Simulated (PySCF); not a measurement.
An EPR property job and its printed output. Input:

```
{"job": {"kind": "epr", "basis": "pcH-1"}, "charge": 0, "multiplicity": 2}
C     -0.055310    -1.309147     0.104619
B      0.009767     0.222753    -0.021692
O     -1.059595     1.010195    -0.352718
C     -2.343402     0.512751    -0.613402
O      1.144661     0.959220     0.184258
C      2.381707     0.403396     0.536251
H      0.797133    -1.914651     0.360066
H     -0.957163    -1.875005    -0.054140
H     -2.760453     0.006433     0.263414
H     -2.976253     1.364980    -0.865785
H     -2.338673    -0.188312    -1.454584
H      2.745589    -0.282484    -0.235442
H      2.321241    -0.137365     1.486270
H      3.090072     1.226763     0.640720
```

Method: PySCF, UKS B3LYP, pcH-1 on B C H O, non-relativistic, mean-field spin-orbit, GIAO. The structure is a single GFN2-xTB conformer in the gas phase; no vibrational or solvent corrections. Couplings are sensitive to structure, and on GFN2-xTB geometries they can be far from those on DFT ones.

Output of the driver script. The program numbers atoms from 0.

```
UKS, coarse grid
  cycle   1  E = -294.34889408  |g| = 6.26e-01
  cycle   2  E = -294.07479968  |g| = 1.07e+00
  cycle   3  E = -294.48713057  |g| = 8.75e-02
  cycle   4  E = -294.49009997  |g| = 3.68e-02
  cycle   5  E = -294.49077901  |g| = 4.82e-03
  cycle   6  E = -294.49079191  |g| = 1.59e-03
  cycle   7  E = -294.49079309  |g| = 6.85e-04
UKS, final grid
  cycle   1  E = -294.49076172  |g| = 6.71e-04
  cycle   2  E = -294.49076167  |g| = 8.16e-04
  cycle   3  E = -294.49076193  |g| = 1.72e-04
  cycle   4  E = -294.49076194  |g| = 3.85e-05
  cycle   5  E = -294.49076194  |g| = 2.69e-05
E = -294.49076194 Eh   <S^2> = 0.7528 (exact 0.7500)
g shifts (ppm)      1          2          3
  rmc          -138       -138       -138
  gc              2         31         38
  oz_so           4        926        929
  total        -133        819        828
hyperfine (MHz)  atom isotope    a_iso     a_fc   dipolar eigenvalues
    0   13C      66.30      66.30    -72.86    -72.09    144.95
    1   11B     -29.06     -29.06     -5.20      2.50      2.70
    2   17O      -4.12      -4.12    -13.06      6.16      6.90
    3   13C      -1.54      -1.54     -0.64     -0.47      1.10
    4   17O      -4.12      -4.12    -13.07      6.16      6.91
    5   13C      -1.54      -1.54     -0.64     -0.47      1.10
    6    1H     -55.88     -55.88    -35.25     -0.77     36.01
    7    1H     -55.88     -55.88    -35.24     -0.77     36.01
    8    1H       1.59       1.59     -2.60     -2.26      4.85
    9    1H      -0.11      -0.11     -1.24     -1.21      2.46
   10    1H       1.50       1.50     -2.66     -2.32      4.98
   11    1H       1.58       1.58     -2.61     -2.28      4.89
   12    1H       1.50       1.50     -2.66     -2.31      4.97
   13    1H      -0.11      -0.11     -1.24     -1.21      2.46
```

|g| in the SCF lines is the orbital gradient. In the g block, columns 1 to 3 are the principal axes in rising order; rmc is the relativistic mass correction, gc the gauge correction and oz_so the orbital-Zeeman/spin–orbit term. a_fc is the Fermi-contact part of a_iso, here all of it, since this run has no spin–orbit term in the hyperfine coupling.

Task: What does the output say about convergence, stability and spin contamination?

Result: The SCF converged after 12 cycles in all, 7 of them on the coarse grid; no stability test was run. ⟨S²⟩ = 0.7528 against the exact 0.7500, so spin contamination is small.

Task: What are the principal g values and g_iso?

Result: Adding the total shifts to 2.002319 gives 2.00219, 2.00314, 2.00315; their mean shift is 505 ppm, so g_iso = 2.00282.

Task: Which couplings shape the isotropic spectrum at natural abundance (0.05 mT or more)? Keep the log's numbering.

Result: atoms 6, 7 (1H, I = 1/2): mean -55.9 MHz = 1.99 mT in magnitude, a 1:2:1 triplet; atom 1 (11B, I = 3/2): -29.1 MHz = 1.04 mT in magnitude, a 1:1:1:1 quartet. Together 12 lines to first order. Main isotope only: 11B (natural samples also hold 20 % 10B, magnetic too, which adds its own pattern).

Task: What are the principal values of the full tensor of atom 0 (13C)?

Result: a_iso plus each dipolar eigenvalue: -6.56, -5.79, 211.25 MHz.

The species is `[CH2]B(OC)OC` [radical]. The run used 230 basis functions and 5 iterations of the response equations.

Conformer computed: `[CH2:1][B:2]([O:3][CH3:4])[O:5][CH3:6]`: C1–B2–O3–C4 0°, C1–B2–O5–C6 0°.
Labels such as C1 count atoms from 1, the log's own numbers from 0.
